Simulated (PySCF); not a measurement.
Si(F)(I), FISi, SMILES [Si](F)I (B3LYP/def2-SVP optimised geometry):

```
3

Si    -0.563    -1.234     0.000
F      1.069    -1.234     0.000
I     -1.069     1.234     0.000
```

Calculation: B3LYP/def2-TZVP, def2 effective core potentials past Kr in PySCF 2.14.0.

### Question
What are the frontier orbital energies and the dipole moment?

### Answer
HOMO-2 -7.88 eV, HOMO-1 -7.75 eV, HOMO -7.34 eV, LUMO -3.07 eV, LUMO+1 -0.88 eV; dipole moment 1.32 D.

On the same geometry PBE/def2-TZVP, def2 effective core potentials past Kr run with PySCF gives HOMO-2 -7.08 eV, HOMO-1 -6.89 eV, HOMO -6.51 eV, LUMO -3.64 eV, LUMO+1 -1.44 eV; dipole moment 1.07 D.
